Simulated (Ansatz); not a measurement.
Reaction (SMILES): [B]=N (B-NH) → [B-]=N (closed-shell singlet) (an electron is taken up)
B3LYP-D3(BJ)/def2-TZVP geometries, fixed; electronic energies without zero-point terms; positive where energy is released.
Largest species:
```
N
B 1 1.2337
H 1 0.9930 2 180.00
```
Charge 0, spin multiplicity 2.

Basis-set convergence of the adiabatic electron affinity at PBE with Ansatz (an electronic-structure program). Cartesian d functions, on some or all atoms, in 6-31G*, 6-31+G*; all else is spherical. Open shells are unrestricted. No added dispersion term, no relativity. Functions are those of the species that has most. Reference: the value in aug-pcseg-3, 1.740 eV, itself unsure by roughly 0.009 eV (its mean distance from aug-cc-pVQZ, def2-QZVPPD). Deviations are taken from unrounded values.

| basis | functions | adiabatic electron affinity (eV) |
|---|---|---|
| 6-31G* | 32 | 0.556 |
| 6-31+G* | 40 | 1.720 |
| cc-pVDZ | 33 | 1.034 |
| aug-cc-pVDZ | 55 | 1.759 |
| def2-SVP | 33 | 1.110 |
| def2-SVPD | 48 | 1.605 |
| pcseg-1 | 33 | 1.215 |
| aug-pcseg-1 | 55 | 1.760 |
| 6-311G** | 42 | 1.190 |
| 6-311+G** | 50 | 1.724 |
| def2-TZVP | 68 | 1.573 |
| def2-TZVPD | 83 | 1.711 |
| cc-pVTZ | 74 | 1.404 |
| aug-cc-pVTZ | 115 | 1.744 |
| pcseg-2 | 74 | 1.608 |
| aug-pcseg-2 | 115 | 1.736 |
| def2-TZVPP | 76 | 1.576 |
| def2-TZVPPD | 91 | 1.711 |
| cc-pVQZ | 140 | 1.544 |
| aug-cc-pVQZ | 206 | 1.737 |
| def2-QZVPP | 144 | 1.626 |
| def2-QZVPPD | 159 | 1.725 |
| pcseg-3 | 153 | 1.687 |
| aug-pcseg-3 | 219 | 1.740 |

What the diffuse functions change, pair by pair:
- 6-31G* to 6-31+G*: 8 more functions, deviation -1.184 to -0.020 eV
- cc-pVDZ to aug-cc-pVDZ: 22 more functions, deviation -0.705 to 0.020 eV
- def2-SVP to def2-SVPD: 15 more functions, deviation -0.630 to -0.135 eV
- pcseg-1 to aug-pcseg-1: 22 more functions, deviation -0.524 to 0.021 eV
- 6-311G** to 6-311+G**: 8 more functions, deviation -0.550 to -0.015 eV
- def2-TZVP to def2-TZVPD: 15 more functions, deviation -0.167 to -0.029 eV
- cc-pVTZ to aug-cc-pVTZ: 41 more functions, deviation -0.336 to 0.005 eV
- pcseg-2 to aug-pcseg-2: 41 more functions, deviation -0.131 to -0.003 eV
- def2-TZVPP to def2-TZVPPD: 15 more functions, deviation -0.163 to -0.029 eV
- cc-pVQZ to aug-cc-pVQZ: 66 more functions, deviation -0.196 to -0.003 eV
- def2-QZVPP to def2-QZVPPD: 15 more functions, deviation -0.113 to -0.014 eV
- pcseg-3 to aug-pcseg-3: 66 more functions, deviation -0.053 to 0.000 eV

Leaving out the reference's own pair, they bring the value nearer the reference by more than 0.009 eV in 11 of 11 pairs.
